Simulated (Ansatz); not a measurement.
A structure relaxed at r2SCAN-D4/def2-TZVP in Ansatz, charge 0, doublet:

```tsv
atom	x (Å)	y (Å)	z (Å)
Mg1	0.561	-1.445	0.905
Mg2	-0.761	1.567	-0.432
Mg3	-0.624	-1.140	-1.951
Mg4	2.000	0.365	-1.157
H5	0.812	-2.548	2.194
H6	-0.349	0.167	0.723
H7	-1.638	3.034	-0.281
```

Task: Give its formula.

Result: the cluster Mg4H3 (the lowest doublet isomer of a short search).

Task: Summarise the bond lengths by kind (pairs closer than 1.2 times the sum of covalent radii, bridged metal pairs left out).

Result: 5 × Mg–Mg 3.10 to 3.13 Å; 4 × H–Mg 1.71 to 1.86 Å.

The relaxation made no stability test and no search for a lower SCF solution. The structure comes from a short search, and lower isomers may exist.
